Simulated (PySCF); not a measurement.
C3H9FSi, SMILES CCC[SiH2]F, PBE0/def2-SVP optimised geometry.

```
14

Si     0.15    -1.31     0.00
F     -0.32    -2.06     1.37
C     -0.60     0.41     0.00
C     -0.55     1.16    -1.33
C      0.86     1.45    -1.84
H      1.64    -1.31     0.00
H     -0.35    -2.11    -1.16
H     -1.64     0.28     0.33
H     -0.10     1.00     0.79
H     -1.11     2.11    -1.23
H     -1.10     0.58    -2.10
H      1.43     0.53    -2.03
H      0.83     2.03    -2.77
H      1.43     2.04    -1.10
```

Density from PBE0/def2-TZVP (PySCF) at that geometry.

Minimum of the electron density along straight lines between bonded atoms, close to the bond critical point (lines longer than 1.1 times the sum of covalent radii, or with two minima, are not listed):

```tsv
bond	length / Å	ρ at the minimum / e bohr⁻³	∇²ρ there / e bohr⁻⁵	position (fraction from the first atom)
Si1–F2	1.632	0.128	___	0.42
Si1–C3	1.873	0.126	___	0.39
C3–C4	1.531	0.240	-0.57	0.51
C4–C5	1.523	0.247	___	0.50
Si1–H6	1.492	0.123	0.13	0.49
Si1–H7	1.494	0.122	0.13	0.49
C3–H8	1.105	0.266	-0.87	0.64
C3–H9	1.105	0.266	-0.87	0.64
C4–H10	1.103	0.273	-0.92	0.64
C4–H11	1.104	0.272	-0.91	0.64
C5–H12	1.103	0.270	-0.90	0.64
C5–H13	1.101	0.272	-0.91	0.64
C5–H14	1.102	0.271	-0.90	0.64
```

Problem. Complete the blanks.

Solution. 
- Si1–F2, ∇²ρ there / e bohr⁻⁵: 0.88
- Si1–C3, ∇²ρ there / e bohr⁻⁵: 0.16
- C4–C5, ∇²ρ there / e bohr⁻⁵: -0.62
